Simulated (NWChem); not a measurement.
System: C$_{3}$H$_{3}$F; SMILES C=C=CF

Here is an NWChem input.

```
start job
memory heap 200 mb stack 900 mb global 1100 mb
geometry units angstroms noautosym nocenter noautoz
  C      0.228373     1.866093     0.000000
  C     -0.111705     0.603638     0.000000
  C     -0.497986    -0.647535     0.000000
  F      0.350587    -1.678535     0.000000
  H      0.379108     2.418083    -0.935400
  H      0.379108     2.418083     0.935400
  H     -1.549143    -0.953745     0.000000
end
basis spherical
  * library def2-svp
end
dft
  xc pbe0
  iterations 150
end
cosmo
  do_cosmo_smd true
  solvent water
end
task dft energy
```

The geometry was optimised at PBE0/def2-SVP. Solvent: water.

Level: PBE0/def2-SVP with SMD (1 M gas to 1 M solution), gas-phase geometry.

Task: Predict the main results of this run. (PBE0/def2-SVP, SMD on the gas-phase geometry.) Quantities: solvation free energy (kcal/mol); cavity-dispersion-structure term (kcal/mol); dipole in solution (D).

Result: 
| Item | Result |
|---|---|
| solvation free energy (kcal/mol) | 0.9 |
| cavity-dispersion-structure term (kcal/mol) | 4.2 |
| dipole in solution (D) | 2.06 |
